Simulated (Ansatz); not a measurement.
Program: Ansatz. Geometries: PBE0-D4/def2-TZVP. ΔE: electronic, gas phase. CCSD(T)/CBS adds triple-zeta CCSD(T) − MP2 to the extrapolated MP2 energy (def2 sets, frozen cores). DFT in def2-TZVPP. One conformer a species, not always the lowest.

Reaction (isomerisation): `C=NB[SiH3]` → `NB1C[SiH2]1`

`C=NB[SiH3]`:

```xyz
10

C    -2.140   -0.372   -0.429
N    -1.117    0.206   -0.019
B     0.009    0.799    0.410
Si    1.777   -0.132    0.131
H    -2.699   -1.057    0.212
H    -2.514   -0.211   -1.442
H    -0.076    1.868    0.947
H     2.454   -0.371    1.438
H     2.689    0.714   -0.691
H     1.618   -1.444   -0.556
```

`NB1C[SiH2]1`:

Z-matrix (Å, degrees):
```
C
B 1 1.561
Si 1 1.905 2 67.4
H 1 1.090 2 118.6 3 110.7
H 1 1.090 2 118.2 3 -109.9
N 2 1.375 1 139.1 3 -179.5
H 3 1.484 1 116.3 2 -112.2
H 3 1.484 1 116.4 2 111.9
H 6 1.006 2 123.0 1 179.9
H 6 1.008 2 123.0 1 -0.2
```

CCSD(T)/CBS gives -27.2 kJ/mol.

Q: Another level gave -33.1 kJ/mol. Which?
A. LDA (SPW92)/def2-TZVPP
B. ωB97M-V/def2-TZVPP
C. PBE-D4/def2-TZVPP
D. BLYP/def2-TZVPP

A: B. ωB97M-V -33.1, PBE-D4 -23.2, LDA (SPW92) -45.4, BLYP 7.0 kJ/mol.

Largest T1 diagnostic among the species: 0.017.

At CCSD(T), def2-SVP lies +24.5 kJ/mol from the extrapolated value and def2-TZVPP +5.9 kJ/mol. From PBE to PBE0 (25 % exact exchange), in def2-TZVPP and without D4, ΔE moves by −12.6 kJ/mol.
